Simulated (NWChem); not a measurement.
C2H7FOSi; SMILES OCC[SiH2]F

```xyz
12

O      0.7766    -2.0038     0.1016
C     -0.5560    -1.7161    -0.2624
C     -0.9758    -0.3321     0.2131
Si     0.4181     0.8952    -0.0886
F     -0.2220     2.3964    -0.0122
H      0.8156    -2.0962     1.0601
H     -0.5780    -1.7541    -1.3631
H     -1.2523    -2.4994     0.0940
H     -1.8841     0.0148    -0.3082
H     -1.2202    -0.3350     1.2905
H      0.9914     0.7253    -1.4524
H      1.4768     0.8410     0.9569
```
Atoms are numbered in this order, from 1.

Results from NWChem. Pople sets run with spherical d functions. Geometry: optimised at PBE0/def2-SVP. Not confirmed as a minimum by frequencies. Level: PBE/6-31G* with SMD (1 M gas to 1 M solution), gas-phase geometry. Reactions with the solvent are ignored.

```json
[
 {"solvent": "water", "dielectric constant": "78.4", "solvation free energy (kcal/mol)": "…", "cavity-dispersion-structure term (kcal/mol)": "…", "dipole in solution (D)": "…"},
 {"solvent": "acetone", "dielectric constant": "20.5", "solvation free energy (kcal/mol)": "-5.6", "cavity-dispersion-structure term (kcal/mol)": "-0.9", "dipole in solution (D)": "3.07"},
 {"solvent": "2-propanol", "dielectric constant": "19.3", "solvation free energy (kcal/mol)": "-6.9", "cavity-dispersion-structure term (kcal/mol)": "-0.2", "dipole in solution (D)": "3.14"},
 {"solvent": "acetonitrile", "dielectric constant": "35.7", "solvation free energy (kcal/mol)": "-5.4", "cavity-dispersion-structure term (kcal/mol)": "-0.3", "dipole in solution (D)": "3.10"}
]
```

Task: What belongs in the gaps?

Result: 
- water, solvation free energy (kcal/mol): -4.0
- water, cavity-dispersion-structure term (kcal/mol): 3.6
- water, dipole in solution (D): 3.19
